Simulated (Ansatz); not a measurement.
Frontier orbitals of `[CH3][GeH2][NH][SiH3]`.

Charge 0, multiplicity 1. Correlated methods include outer-core shells of Ge, which these sets cover unevenly. Scalar relativity is left out up to krypton. Geometry: relaxed with PBE0-D4/def2-TZVP. It is one conformer, not always the lowest. Basis def2-TZVPP, Ansatz 0.2.0.

Orbital energies of one run (eV). Highest occupied ones, from the top: -5.74, -7.74, -7.81, -7.96, -8.50, -8.76, -9.84, -10.01, -10.65, -12.92, -13.34, -17.25, -20.55, -29.51. Empty: -0.52, 0.43, 0.45, 0.97, 1.13, 1.36.

**Question.** Which functional gave them?
A. HSE06 (plane-wave form)
B. revPBE
C. ωB97X-V
D. CAM-B3LYP

**Answer.** B. HOMO energies: revPBE -5.74, ωB97X-V -9.50, CAM-B3LYP -8.48, HSE06 -6.71 eV.
